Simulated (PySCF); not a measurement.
## [Yb(NH3)3]2+ relaxed at several levels

Computed with PySCF 2.14.0, def2-SVP on the ligands, density fitting, scalar-relativistic core potentials, no spin-orbit coupling, vacuum. Each row is relaxed at its own level from the same template. Distances are means of the shortest metal–ligand contacts, charges and spins Mulliken's; removal energies are rigid, with the ligand's formal charge and no counterpoise, so too large; for an anion taken off a cation in vacuum most of it is the attraction of opposite charges, and multiply charged cations can part far more cheaply with an electron moved from ligand to metal. lcecp potentials hold a fixed number of 4f electrons in the core, out of states, spins and gaps.

```tsv
level	basis on the metal	point group	M–NH3 (Å)	charge on M (e)	removal of one NH3 (eV)	unstable modes (below −25 cm⁻¹)
PBE0	lcecp-0-SVP with ECP60	C3h	2.569	1.24	2.20	3 (soft)
```

Task: What does the calculation give for TPSS, lcecp-0-SVP with ECP60?

Result: point group: C3h, M–NH3 (Å): 2.583, charge on M (e): 1.19, removal of one NH3 (eV): 2.16, unstable modes (below −25 cm⁻¹): not given.
```xyz
13

Yb    0.0000    0.0000    0.0000
N     2.5833    0.0001    0.0000
H     3.0204   -0.4687    0.8118
H     3.0204   -0.4687   -0.8118
H     3.0206    0.9373    0.0000
N    -1.2918    2.2371    0.0000
H    -1.1043    2.8501    0.8118
H    -1.1043    2.8501   -0.8118
H    -2.3221    2.1473    0.0000
N    -1.2915   -2.2372    0.0000
H    -1.9161   -2.3814    0.8118
H    -1.9161   -2.3814   -0.8118
H    -0.6985   -3.0846    0.0000
```

Members with unstable modes aren't minima as they stand: saddle points kept by symmetry or, where the modes are soft, flat surfaces and noise. One start shape was tried for each, so a minimum needn't be the lowest isomer.
